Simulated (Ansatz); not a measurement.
## Exercise with solution: hopping rate and mobility from the reorganisation energy

TCNQ (C12H4N4), SMILES C(C(=c1ccc(cc1)=C(C#N)C#N)C#N)#N.

Geometry optimised at CAM-B3LYP-D3(BJ)/def2-SVP.

Four-point relaxation energies from CAM-B3LYP-D3(BJ)/def2-SVP (Ansatz, a first-principles code), gas phase: hole: ion 116 meV, neutral 113 meV; electron: ion 193 meV, neutral 186 meV. Assume, for the exercise, a transfer integral of 50 meV, an outer reorganisation energy of 0 meV, equal site energies, a hop of 5.0 Å along one direction and 298.15 K (kT = 25.69 meV).

**Question.** Find the Marcus rate and the mobility for each carrier.

**Answer.** 
k = (2π/ħ) t² (4π λ kT)^(−1/2) exp(−λ/4kT), ħ = 6.582×10⁻¹³ meV s; for a chain D = k a² and μ = e D/kT.
Hole: λ = 116 + 113 + 0 = 229 meV, barrier λ/4 = 57 meV, k = 9.5e12 s⁻¹, μ = 0.92 cm²/(V s).
Electron: λ = 193 + 186 + 0 = 379 meV, barrier λ/4 = 95 meV, k = 1.7e12 s⁻¹, μ = 0.17 cm²/(V s).
The rate is non-adiabatic hopping, which holds while t is well under λ. Disorder and quantum modes are left out.
